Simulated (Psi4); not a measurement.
Psi4 input (wB97X-D/6-31G*):

```
memory 1500 MB

molecule {
0 2
S    -0.81280242   -0.12519103    0.56065771
S     0.89726807    0.12289137   -0.59284163
H    -1.70325745   -0.52859580   -0.37989177
H     1.63475489   -0.58119172    0.29133482
H    -1.28294775    1.14658208    0.60349966
symmetry c1
no_reorient
no_com
}

set {
  basis 6-31G*
  reference uks
  scf_type pk
  dft_radial_points 99
  dft_spherical_points 590
  e_convergence 1e-8
  d_convergence 1e-7
  maxiter 150
}

e = energy('wb97x-d')
print_out(f'\nFINAL {e:.10f} DIPOLE {variable("CURRENT DIPOLE")[0]:.6f} {variable("CURRENT DIPOLE")[1]:.6f} {variable("CURRENT DIPOLE")[2]:.6f}\n')
```

From the last part of the output:

```
       1A    -89.098940     2A    -89.000821     3A     -8.123487
       4A     -8.028197     5A     -6.071759     6A     -6.068679
       7A     -6.064065     8A     -5.976347     9A     -5.971524
      10A     -5.968689    11A     -0.924969    12A     -0.769203
      13A     -0.578135    14A     -0.506869    15A     -0.493262
      16A     -0.387667    17A     -0.317635

    Beta Virtual:

      18A      0.048584    19A      0.067070    20A      0.096564
      21A      0.131293    22A      0.360426    23A      0.384080
      24A      0.401923    25A      0.441234    26A      0.450783
      27A      0.482216    28A      0.507373    29A      0.609820
      30A      0.715367    31A      0.731229    32A      0.750924
      33A      0.762155    34A      0.819984    35A      0.858879
      36A      0.883388    37A      0.990965    38A      1.013218
      39A      1.037537    40A      1.230120    41A      1.250279
      42A      1.329333    43A      3.900700    44A      4.034080

    Final Occupation by Irrep:
              A
    DOCC [    17 ]
    SOCC [     1 ]
    NA   [    18 ]
    NB   [    17 ]

  @UKS Final Energy:  -798.01591234233138

   => Energetics <=

    Nuclear Repulsion Energy =             94.2156398218561293
    One-Electron Energy =               -1289.1915883960359679
    Two-Electron Energy =                 435.1427435080232158
    DFT Exchange-Correlation Energy =     -38.1821526308179742
    Empirical Dispersion Energy =          -0.0005546453567097
    VV10 Nonlocal Energy =                  0.0000000000000000
    Total Energy =                       -798.0159123423314895

  UHF NO Occupations:
  HONO-2 :   16  A 1.9997738
  HONO-1 :   17  A 1.9987885
  HONO-0 :   18  A 1.0000000
  LUNO+0 :   19  A 0.0012115
  LUNO+1 :   20  A 0.0002262
  LUNO+2 :   21  A 0.0001489
  LUNO+3 :   22  A 0.0000983

Computation Completed

Properties will be evaluated at   0.000000,   0.000000,   0.000000 [a0]

Properties computed using the SCF density matrix

 Multipole Moments:

 ------------------------------------------------------------------------------------
     Multipole            Electronic (a.u.)      Nuclear  (a.u.)        Total (a.u.)
 ------------------------------------------------------------------------------------

 L = 1.  Multiply by 2.5417464519 to convert [e a0] to [Debye]
 Dipole X            :         -1.0132553            0.0000002           -1.0132552
 Dipole Y            :         -0.0112643           -0.0000000           -0.0112643
 Dipole Z            :          0.4522621           -0.0000000            0.4522620
 Magnitude           :                                                    1.1096639

 ------------------------------------------------------------------------------------

FINAL -798.0159123423 DIPOLE -1.013255 -0.011264 0.452262

*** Psi4 exiting successfully. Buy a developer a beer!
```
